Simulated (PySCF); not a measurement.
# Exact mass, isotope pattern and composition

Species: `C[S][SnH3]` (Sn(SMe)H3).

Calculated from tabulated atomic weights, isotope masses and abundances; no fragmentation.

(1) What are the average molar mass and the monoisotopic mass?

(2) Give the isotope pattern of the molecular ion M+•, merging species of the same nominal mass.

(3) What is the composition by mass?

(4) Count the protons, neutrons and electrons of the monoisotopic species, and give its exact less its nominal mass.

(5) What share of all molecules is the monoisotopic species?

(6) Which m/z would the protonated, sodiated and deprotonated molecule have?

## Answers

(1) For CH6SSn, with standard atomic weights, 1 × 118.710 + 1 × 32.060 + 1 × 12.011 + 6 × 1.008 = 168.829 g/mol. From the most abundant isotopes (120Sn, 32S, 12C, 1H), 1 × 119.902195 + 1 × 31.972071 + 1 × 12.000000 + 6 × 1.007825 = 169.9212 u.

(2) 
```csv
nominal mass,m/z (centroid),relative intensity
162,161.9233,2.9
164,163.9211,2.1
165,164.9219,1.0
166,165.9202,43.1
167,166.9214,23.6
168,167.9200,73.9
169,168.9216,27.8
170,169.9205,100.0
171,170.9206,3.1
172,171.9206,18.1
173,172.9230,0.3
174,173.9235,17.7
175,174.9255,0.3
176,175.9195,0.8
```

Lines under 0.1 % of the tallest are left out. One electron mass, 0.00055 u, is taken off. Abundances used (%; other tables differ somewhat): 112Sn 0.97, 114Sn 0.66, 115Sn 0.34, 116Sn 14.54, 117Sn 7.68, 118Sn 24.22, 119Sn 8.59, 120Sn 32.58, 122Sn 4.63, 124Sn 5.79; 32S 94.93, 33S 0.76, 34S 4.29, 36S 0.02; 12C 98.93, 13C 1.07; 1H 99.9885, 2H 0.0115.

(3) Sn 70.31 %, S 18.99 %, C 7.11 %, H 3.58 %.

(4) 78 protons, 92 neutrons and 78 electrons; 169.9212 − 170 = -0.0788 u.

(5) 0.3258 × 0.9493 × 0.9893 × 0.999885^6 = 30.58 %.

(6) [M+H]+ 170.9285, [M+Na]+ 192.9104, [M−H]− 168.9139, for the monoisotopic species (arithmetic only; whether such ions form is another matter).
